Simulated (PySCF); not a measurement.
Compound: C5H9NO3Si.
Numbering: `[NH2:1][C:2](=[O:3])[CH2:4][C@H:5]1[O:6][CH2:7][C:8](=[O:9])[SiH2:10]1`

Cartesian coordinates in Å at the GFN2-xTB level; atoms count from 1:
```xyz
19
C5H9NO3Si angstrom
N      3.247    0.100    0.817
C      1.920    0.256    0.705
O      1.319    1.095    1.360
C      1.214   -0.662   -0.256
C     -0.109   -0.030   -0.654
O     -1.001   -1.057   -1.089
C     -2.325   -0.587   -1.155
C     -2.652    0.303    0.035
O     -3.783    0.614    0.321
Si    -0.966    0.826    0.837
H      3.755    0.677    1.468
H      3.746   -0.596    0.291
H      0.993   -1.597    0.266
H      1.849   -0.895   -1.112
H      0.061    0.666   -1.491
H     -2.978   -1.459   -1.208
H     -2.476    0.021   -2.064
H     -0.919    2.279    0.845
H     -0.906    0.055    2.074
```

Definitions: NICS(0) = −σiso at the ring centroid; NICS(1) = −σiso and NICS(1)zz = −σzz at ±1 Å along the ring normal z. Level: GIAO PBE0/pcSseg-1 (PySCF, non-relativistic, gas phase) on the GFN2-xTB geometry, one conformer.

Ring bond lengths (Å), with Mayer bond orders in brackets: C5–O6 1.428 (0.86), O6–C7 1.407 (0.92), C7–C8 1.522 (0.92), C8–Si10 1.939 (0.76), Si10–C5 1.922 (0.81).

Question: Give the NICS values of each ring in ppm.

Answer: 
| ring | type | NICS(0) | NICS(1), two faces | NICS(1)zz, two faces | rms pucker (Å) | centre to ring atoms, mean (Å) |
| --- | --- | --- | --- | --- | --- | --- |
| C5–O6–C7–C8–Si10 | 5-membered ring with O and Si; formal bonds all single | 3.5 | -0.6 / -1.0 | -0.5 / -1.4 | 0.17 | 1.37 |

Question: What do they say, and how far can they be read as aromaticity?

Answer: 
- C5–O6–C7–C8–Si10: mean NICS(1)zz -0.9 ppm, near zero. C5, C7, Si10 have four or more neighbours, and the NICS criterion for π rings isn't applied.

On one thread of an Arm Neoverse N1, shared host with 64 logical CPUs at a one-minute load of 58, this took 86 s of wall time and 1.1 GiB of memory at its peak. This is the whole shielding run at PBE0/pcSseg-1, SCF included.
